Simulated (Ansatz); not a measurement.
`O[SiH2][GaH][SiH3]` + `[AlH3]` → `O[SiH2][AlH2]` + `[SiH3][GaH2]`  (formal exchange of groups at the Si–Ga bond)

Gas-phase electronic energies from Ansatz, PBE0-D4/def2-TZVP geometries. CBS: MP2 limit from def2 TZ/QZ plus the TZ coupled-cluster correction, frozen cores. This one scheme is used for every species. For Ga outer-core shells are correlated without core-valence functions, which leaves a few kJ/mol of doubt a bond. Scalar relativity is left out up to krypton. Each species was taken in one conformer, which may not be the lowest.

`O[SiH2][GaH][SiH3]`:

Z-matrix (Å, degrees):
```
Si
Ga 1 2.422
O 1 1.658 2 112.1
H 1 1.487 2 112.6 3 -118.3
H 1 1.497 2 108.8 3 123.2
Si 2 2.423 1 120.0 3 -14.3
H 2 1.576 1 121.8 3 165.9
H 3 0.958 1 117.1 2 42.5
H 6 1.492 2 109.9 1 107.5
H 6 1.490 2 112.4 1 -132.4
H 6 1.492 2 112.0 1 -11.3
```

`[AlH3]`:

Z-matrix (Å, degrees):
```
Al
H 1 1.586
H 1 1.586 2 120.0
H 1 1.586 2 120.0 3 -179.9
```

`O[SiH2][AlH2]`:

Cartesian coordinates in Å:
```
O 1.297 -1.177 0.626
Si 0.231 -0.549 -0.481
Al -0.918 1.383 0.517
H 1.810 -1.939 0.353
H 0.949 -0.162 -1.738
H -0.750 -1.595 -0.916
H -1.985 2.169 -0.363
H -0.634 1.870 2.002
```

`[SiH3][GaH2]`:

Z-matrix (Å, degrees):
```
Si
Ga 1 2.414
H 1 1.492 2 109.0
H 1 1.490 2 111.6 3 -118.4
H 1 1.489 2 113.0 3 119.6
H 2 1.573 1 121.6 3 -101.9
H 2 1.573 1 120.2 3 77.0
```

```
             level  ΔE (eV)
     HF/def2-TZVPP     0.10
SCS-MP2/def2-QZVPP     0.19
```

Q: What does CCSD(T)/CBS give? (An estimate is asked.)

A: Computed: +0.19 eV. The listed levels differ from it by -0.09, 0.00 eV.

Largest T1 diagnostic among the species: 0.013.

The D4 term adds +0.05 eV with B3LYP and +0.03 eV with PBE0; it sums over pairs of atoms, weighted by their polarisabilities, and B3LYP, whose exchange is more repulsive, gets the larger term. In def2-TZVPP, CCSD(T) changes the Hartree–Fock value by +0.07 eV (the triples alone add +0.01 eV) and MP2 by +0.11 eV.

B3LYP here is the variant with VWN-RPA as its local correlation; programs differ in this.
